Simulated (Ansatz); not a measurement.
Two isomers of CH5FSSn: A = `[CH3][SnH]([F])[SH]`, B = `FC[S][SnH3]`.

Isolated molecules relaxed with PBE0-D4/def2-TZVP in Ansatz; ΔE leaves out vibrations. CBS: MP2 limit from def2 TZ/QZ plus the TZ coupled-cluster correction, frozen cores. DFT in def2-TZVPP. B3LYP here is the variant with VWN-RPA as its local correlation; programs differ in this. Elements past krypton have def2 core potentials. For Sn outer-core shells are correlated without core-valence functions, which leaves a few kJ/mol of doubt a bond. Each species was taken in one conformer, which may not be the lowest.

A:

```xyz
9

C     1.046   -0.224   -0.825
Sn   -0.342    0.677    0.501
F    -1.626    1.503   -0.679
S    -1.529   -0.923    1.815
H     1.802   -0.769   -0.260
H     0.510   -0.913   -1.478
H     1.522    0.548   -1.429
H     0.171    1.931    1.531
H    -1.556   -1.831    0.825
```

B:

Z-matrix (Å, degrees):
```
C
S 1 1.798
F 1 1.378 2 112.7
H 1 1.092 2 111.3 3 -121.0
H 1 1.092 2 106.6 3 118.8
Sn 2 2.411 1 98.5 3 65.0
H 6 1.702 2 110.5 1 -82.6
H 6 1.706 2 106.0 1 37.9
H 6 1.703 2 106.0 1 157.2
```

**Question.** Which isomer does CCSD(T)/CBS put lower? Give the gap. (Estimate.)

**Answer.** The calculation gave: A, by 49.2 kcal/mol.

**Question.** Give E(B) − E(A) in kcal/mol with PBE0-D4, B2PLYP, B3LYP, CCSD/def2-TZVPP, ωB97M-V, B3LYP-D4, HF/def2-TZVPP. (Best estimate.)

**Answer.** The calculation gave: PBE0-D4 44.3, B2PLYP 47.4, B3LYP 46.0, CCSD/def2-TZVPP 46.4, ωB97M-V 45.5, B3LYP-D4 45.5, HF/def2-TZVPP 45.6. None reverses the order clearly.

Largest T1 diagnostic: 0.013.

In def2-TZVPP, CCSD(T) changes the Hartree–Fock value by +0.7 kcal/mol (the triples alone add −0.0 kcal/mol) and MP2 by +3.6 kcal/mol.
